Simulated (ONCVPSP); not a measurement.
Configuration tests for O (Z = 8) (ONCV)

ONCVPSP 4.0.1 input, shortened (lines: element, Z, core and valence counts, functional; n l f; lmax; l rc ep ncon nbas qcut; lloc lpopt rc5 dvloc0; l nproj debl; icmod fcfact rcfact), LDA (Perdew-Zunger), non-relativistic:

```
  O 8.00    1    2        3      upf
    1    0    2.00
    2    0    2.00
    2    1    4.00
    2
    0    0.90    0.00    3    6    6.90
    1    1.20    0.00    4    9    9.80
    2    0.95    0.16    5    9   11.00
    4    3    0.60    1.00
    0    1    1.70
    1    1    3.50
    2    2    1.80
    3    2.75    1.80
```

Energies are relative to the spin-unpolarised reference configuration 2s2 2p4; without spin polarisation the order of configurations can differ from experiment.

```
valence configuration  charge  ΔE all-electron (eV)  error AE − PS (meV)
              2s2 2p3      +1                16.592                 +8.9
              2s2 2p1      +3               104.274                 +389
```

(1) What are ΔE and the potential's error for 2s2 2p2?

(2) What are ΔE and the potential's error for 2s0 2p6?

Answers

(1) ΔE = 50.307 eV all-electron; the error (AE − PS) is +88 meV.

(2) ΔE = 29.121 eV all-electron; the error (AE − PS) is +82 meV.
